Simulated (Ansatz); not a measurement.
Ideal-gas functions of CH$_{3}$BClFO, SMILES `BC(O)(F)Cl` at 800 K and 1 bar, from an Ansatz frequency run at PBE0-D4/def2-TZVP.

Molar mass 96.3 g/mol, point group C1 (symmetry number 1), electronic degeneracy 1, moments of inertia 82.735, 147.245, 178.397 u Å². Harmonic wavenumbers (cm⁻¹, unscaled): 165, 269, 331, 404, 490, 534, 615, 758, 833, 898, 980, 1027, 1143, 1233, 1331, 2619, 2733, 3793.

Use S(trans) = R[1.5 ln M + 2.5 ln T − 1.1517]; rotational temperatures θ = 24.2544 K / I; S(rot) = R[ln(√π/σ · √(T³/θAθBθC)) + 1.5]; for each mode x = 1.438777 ν̃/T, S = R[x/(eˣ − 1) − ln(1 − e⁻ˣ)] and H = RT x/(eˣ − 1); 1 cm⁻¹ = 0.0119627 kJ/mol; R = 8.31446 J/(mol·K).

Problem. By hand: the entropy, in J/(mol·K).

Solution. Translation 186.3. Rotation: θ = 0.2932, 0.1647, 0.136 K, giving 121.5. Vibration, mode by mode: 18.45, 14.43, 12.75, 11.15, 9.63, 8.96, 7.89, 6.35, 5.69, 5.18, 4.60, 4.30, 3.65, 3.21, 2.80, 0.43, 0.36, 0.07, in all 119.9. Electronic 0.0. Sum 427.7 J/(mol·K).

Problem. By hand: H − E and G − E in kJ/mol, counted from the electronic energy.

Solution. Zero-point energy ½ × 20156 × 0.0119627 = 120.6; thermal vibration 51.4; translation, rotation and pV give 4 RT = 26.6. H − E = 198.6 kJ/mol, and G − E = 198.6 − 800 × 427.7/1000 = -143.6 kJ/mol.

Vibration gives 28 % of the entropy. The sum counts one conformer and one mirror image; others add a mixing term.
